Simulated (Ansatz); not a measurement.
Task: Name a neutral molecule of B, Ga, Si and H with zero-point energy (PBE0-D4/def2-TZVP) between 117 and 133 kJ/mol and HOMO energy (B3LYP/def2-TZVPP) between -7.30 and -7.00 eV (Ansatz, PBE0-D4/def2-TZVP geometry).

Result: `[SiH3][BH][GaH2]` (128.4 kJ/mol, -7.23 eV); `[BH2][GaH][SiH3]` (131.8 kJ/mol, -7.01 eV). Other molecules can fit too; these were computed, each in one conformer that needn't be the lowest.

B3LYP here is the variant with VWN-RPA as its local correlation; programs differ in this.
